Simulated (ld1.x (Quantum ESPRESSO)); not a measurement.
## Ranking PAW potentials for Zn (Z = 30)

All share these settings but for the change named:

zinc (Zn), PAW, made with ld1.x (Quantum ESPRESSO) 7.5 (PBEsol, scalar-relativistic). Core [Ne], reference 3s2 3p6 3d10 4s1.5 4p0 (charge +0.5). Waves: 3s (bound): rcut 0.90, rcutus 1.10 bohr; 4s (bound): rcut 0.90, rcutus 1.10 bohr; 3p (bound): rcut 1.00, rcutus 1.10 bohr; 4p (bound, empty): rcut 1.00, rcutus 1.10 bohr; 3d (bound): rcut 1.15, rcutus 1.45 bohr; 3d channel at 0.3 Ry: rcut 1.15, rcutus 1.45 bohr. Local part: all-electron potential smoothed inside 1.45 bohr (lloc = -1). Core correction: Bessel-smoothed model core inside 0.55 bohr. Augmentation charge: GAUSS, radius 0.70 bohr.

Test errors are all-electron minus pseudo excitation energies from the reference, over 3s2 3p6 3d10 4s2 4p0; 3s2 3p6 3d10 4s1 4p0; 3s2 3p6 3d10 4s0 4p0; 3s2 3p6 3d9 4s2 4p0; 3s1 3p6 3d10 4s2 4p0; 3s2 3p6 3d8 4s0 4p0; 3s2 3p6 3d9 4s0 4p0. None of these files shows a bound ghost.

The base gives 69.8 meV.

Of 10 variants that were run, those that failed, showed a ghost or another fault, or gave nearly equal values are left out.

Question: Rank these variants by their largest absolute test error, smallest first.
A. local potential all-electron potential smoothed inside 1.30 bohr (lloc = -1)
B. waves 3s (bound): rcut 0.90, rcutus 0.98 bohr; 4s (bound): rcut 0.90, rcutus 0.98 bohr
C. all radii but the core radius scaled by about 0.88 (s 0.96, p 0.96, d 1.28 bohr, rcut 0.80/0.88/1.00); local potential all-electron potential smoothed inside 1.28 bohr (lloc = -1); augmentation GAUSS, radius 0.62 bohr
D. local potential all-electron potential smoothed inside 1.35 bohr (lloc = -1)
E. wave 3d channel at 0.3 Ry: rcut 1.15, rcutus 1.45 bohr becomes 3d channel at -0.52 Ry: rcut 1.15, rcutus 1.45 bohr

Answer: C (21.9 meV), E (43.2 meV), B (48.8 meV), D (116.7 meV), A (165.8 meV).
